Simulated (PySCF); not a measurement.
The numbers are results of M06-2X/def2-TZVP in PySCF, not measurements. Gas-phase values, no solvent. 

Reference species (SMILES): `[AlH3]` (neutral, multiplicity 1).

```
Quantity          Value
-------------  --------
HOMO           -9.73 eV
HOMO–LUMO gap   8.54 eV
```

Changed species: `[Al]([CH3])([CH3])[CH3]` (3 of 3 H replaced by CH3; the reference has 0 of 3 H replaced by CH3).

Q: Predict the effect on the HOMO and HOMO–LUMO gap.

A: the HOMO rises by 1.03 eV, to -8.70 eV; the HOMO–LUMO gap goes up by 0.26 eV, to 8.80 eV.
